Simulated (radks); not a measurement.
The numbers below are computed, except where a source is named.
Excited configurations of neutral nitrogen: one electron is placed in a higher orbital outside [He] 2s2 2p2. The ground configuration is [He] 2s2 2p3. Code: a radial shooting solver on a logarithmic mesh with Libxc functionals. Model: Dirac Kohn-Sham, PBEsol, spin-unpolarised, spherical densities, finite nucleus; open shells fill j = l - 1/2 first; Fermi nuclear charge, rms radius 2.5582 fm. Excitation = E - E(ground); binding = E(ion) - E, where the ion is the core of charge +1; n* = 1/sqrt(2 binding) in atomic units, and the quantum defect is n - n*.

| outer orbital | excitation (eV) | binding (eV) | quantum defect | eigenvalue (eV) | <r> (bohr) |
|---|---|---|---|---|---|
| 3d3/2 | 11.950 | 1.558 | 0.045 | -0.705 | 10.23 |
| 4p1/2 | 12.093 | 1.416 | 0.900 | -0.817 | 14.33 |
| 5p1/2 | 12.639 | 0.869 | 1.044 | -0.542 | 24.40 |
| 5d3/2 | 12.852 | 0.656 | 0.446 | -0.401 | 31.04 |
| 6s1/2 | 12.830 | 0.678 | 1.520 | -0.444 | 32.76 |
| 6p1/2 | 12.921 | 0.587 | 1.185 | -0.382 | 37.24 |
| 6d3/2 | 13.039 | 0.469 | 0.615 | -0.303 | 45.43 |
| 7f5/2 | 13.174 | 0.334 | 0.615 | -0.221 | 63.39 |

The Delta-SCF ionisation energy is 13.508 eV (NIST Atomic Spectra Database: 14.534 eV, measured). Self-interaction in the functional shifts the binding energies and quantum defects, so they are the method's values and not measured ones. Spin polarisation and multiplet splitting are left out, so open shells lie too high by an amount that depends on their filling.

Beside tabulated values, note that spin-unpolarised runs miss the spin-polarisation part of the exchange energy of open shells.
